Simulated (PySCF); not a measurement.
Computed with PySCF with B3LYP-D3(BJ)/def2-TZVP // PBE-D3(BJ)/def2-SVP. Gas-phase values, no solvent. One relaxed conformer stands for a flexible species; it need not be the lowest. B3LYP has the VWN-RPA correlation part, as in Gaussian. 

Reference species: [Zn(NH2)2] (neutral, multiplicity 1).

```json
{
  "coordination_number": "2",
  "HOMO–LUMO gap": "5.87 eV",
  "charge on the central atom (meta-Löwdin)": "1.12 e"
}
```

Changed species: [Zn(NH2)(H)] (1 of 2 NH2 replaced by H; the reference has 0 of 2 NH2 replaced by H).

Problem. Give the shifts of the coordination number, HOMO–LUMO gap and charge on the central atom (meta-Löwdin).

Solution. the coordination number is nearly the same; the HOMO–LUMO gap rises by 0.21 eV, to 6.08 eV; the charge on the central atom (meta-Löwdin) decreases by 0.14 e, to 0.98 e.
